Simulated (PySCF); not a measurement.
Nb+: excitation energy

Nb+ [Kr] 4d4 (5D) → Nb+ [Kr] 4d3 5s1, s spin flipped, as a difference of total energies. Computed with PySCF 2.14 in def2-TZVPPD with the def2 core potential (28 electrons) (6s4p3d2f1g, 56 functions), with scalar relativity through the core potential. Correlated levels: valence and next inner shell: nothing frozen outside the core potential. The calculations carry no spin-orbit coupling.

| method | excitation energy (eV) |
| --- | --- |
| UHF | 1.130 |
| MP2 (valence and next inner shell) | 1.139 |
| SCS-MP2 (valence and next inner shell) | 0.798 |

The upper determinant mixes two multiplicities, so it lies between the two terms.
